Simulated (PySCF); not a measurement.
`NC(=O)C(F)=C(F)F`. Structure optimised with GFN2-xTB, isolated species.

```
atom  x, y, z in Å
N1    -1.8275   -0.0459    0.4734
C2    -0.6099   -0.6034    0.3249
O3    -0.3996   -1.7909    0.2870
C4     0.4924    0.4067    0.2079
F5     0.1334    1.7083    0.2625
C6     1.7851    0.1150    0.0554
F7     2.7452    1.0170   -0.0455
F8     2.2782   -1.0962   -0.0148
H9    -2.6233   -0.6556    0.5566
H10   -1.9651    0.9496    0.4989
```

Which two atoms are farthest apart?

F7···H9, 5.66 Å; the next longest distance is 4.95 Å.

Work out the bond lengths N1–C2, N1–H10, C2–C4, C4–F5 in Å.

For N1–C2 the difference vector is (1.2176, -0.5575, -0.1485) Å, of length 1.3474 Å. N1–C2 1.347; N1–H10 1.005; C2–C4 1.500; C4–F5 1.351 Å.

Give the dihedral angles N1–C2–C4–C6, H9–N1–C2–O3, F5–C4–C6–F8.

N1–C2–C4–C6 180° (antiperiplanar); H9–N1–C2–O3 0° (synperiplanar); F5–C4–C6–F8 180° (antiperiplanar). Dihedral signs follow IUPAC: positive where, seen along the central bond, the front bond turns clockwise onto the rear one.

How far are the heavy atoms from their best plane (unweighted least squares)?

0.001 Å rms; none is more than 0.001 Å off.

What is the repulsion energy of the bare nuclei, Σ ZA·ZB/RAB?

383.95 Eh over 45 pairs, with full nuclear charges and distances in bohr; the largest single term is 21.82 Eh (C6 with F8).

Where is the centre of mass (commonest isotopes), and what is the radius of gyration?

Mass 125.009 u; centre at (0.651, 0.008, 0.185) Å; Rg = √(Σ m r²/M) = 1.910 Å. As Ia + Ib + Ic = 2 Σ m r², the three principal moments sum to 911.8 u·Å².

Write the matrix of distances between heavy atoms (Å, lower triangle).

```
N1    0.000
C2    1.347  0.000
O3    2.262  1.207  0.000
C4    2.379  1.500  2.373  0.000
F5    2.639  2.429  3.540  1.351  0.000
C6    3.640  2.515  2.908  1.334  2.304  0.000
F7    4.723  3.744  4.229  2.348  2.719  1.321  0.000
F8    4.266  2.949  2.783  2.345  3.542  1.310  2.164  0.000
```

GFN2-xTB frequencies: not computed here. The numbers are those of one conformer.
